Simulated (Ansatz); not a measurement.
Reaction (redistribution): `O[SiH](Cl)[SiH2]F` + `[NH2][GeH]([F])[Cl]` → `F[SiH2][GeH]([F])[Cl]` + `N[SiH](O)Cl`

Isolated molecules relaxed with PBE0-D4/def2-TZVP in Ansatz; ΔE leaves out vibrations. CCSD(T)/CBS is the MP2 limit (def2-TZVPP, def2-QZVPP) plus CCSD(T) − MP2 in def2-TZVPP, frozen cores. For Ge outer-core shells are correlated without core-valence functions, which leaves a few kJ/mol of doubt a bond. Scalar relativity is left out up to krypton. Each species was taken in one conformer, which may not be the lowest.

```tsv
species	CCSD(T)/CBS(def2) energy (Eh)
`O[SiH](Cl)[SiH2]F`	-1215.46540
`[NH2][GeH]([F])[Cl]`	-2692.28962
`F[SiH2][GeH]([F])[Cl]`	-3026.49548
`N[SiH](O)Cl`	-881.28474
```

Problem. Work out ΔE.

Solution. ΔE = (-3026.49548) + (-881.28474) − (-1215.46540) − (-2692.28962) = -0.02520 Eh = -66.2 kJ/mol.

Largest T1 diagnostic among the species: 0.012.
